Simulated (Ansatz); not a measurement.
C3H6FNSi can be A, `C#CN(C)[SiH2]F`, or B, `C=N/C([SiH3])=C\F`.

Gas-phase electronic energies from Ansatz, PBE0-D4/def2-TZVP geometries. CCSD(T)/CBS is the MP2 limit (def2-TZVPP, def2-QZVPP) plus CCSD(T) − MP2 in def2-TZVPP, frozen cores. DFT in def2-TZVPP. B3LYP here is the variant with VWN-RPA as its local correlation; programs differ in this. One conformer a species, not always the lowest.

A:

```xyz
12

C    -0.922    1.500   -1.826
C    -0.519    0.751   -0.976
N    -0.078   -0.093   -0.033
C     0.374   -1.405   -0.494
Si    0.146    0.455    1.585
F     1.599    1.075    1.821
H    -1.277    2.169   -2.572
H    -0.423   -1.903   -1.049
H     1.252   -1.315   -1.139
H     0.634   -2.018    0.370
H    -0.839    1.518    1.854
H     0.052   -0.733    2.460
```

B:

```xyz
12

C     1.481    1.477   -0.501
N     0.631    0.663   -0.955
C    -0.279    0.040   -0.098
Si   -0.235   -1.827   -0.016
C    -1.248    0.690    0.546
F    -1.396    2.018    0.480
H     1.571    1.720    0.563
H     2.165    1.962   -1.195
H    -1.309   -2.270    0.909
H     1.085   -2.273    0.500
H    -0.443   -2.412   -1.364
H    -2.024    0.212    1.131
```

(1) Which is lower in electronic energy at CCSD(T)/CBS, and by how much? (Estimate.)

(2) Give E(B) − E(A) in kcal/mol with B3LYP-D4, B2PLYP, PBE-D4, CCSD(T)/def2-TZVPP, CCSD/def2-TZVPP, ωB97M-V, HF/def2-TZVPP. (An estimate is asked.)

Largest T1 diagnostic: 0.014.

## Answers

(1) Computed: A, by 49.3 kcal/mol.

(2) Ansatz gave: B3LYP-D4 45.3, B2PLYP 48.7, PBE-D4 39.7, CCSD(T)/def2-TZVPP 47.3, CCSD/def2-TZVPP 48.8, ωB97M-V 47.1, HF/def2-TZVPP 51.0. None reverses the order clearly.

From PBE to PBE0 (25 % exact exchange), in def2-TZVPP and without D4, E(B) − E(A) moves by +3.8 kcal/mol.
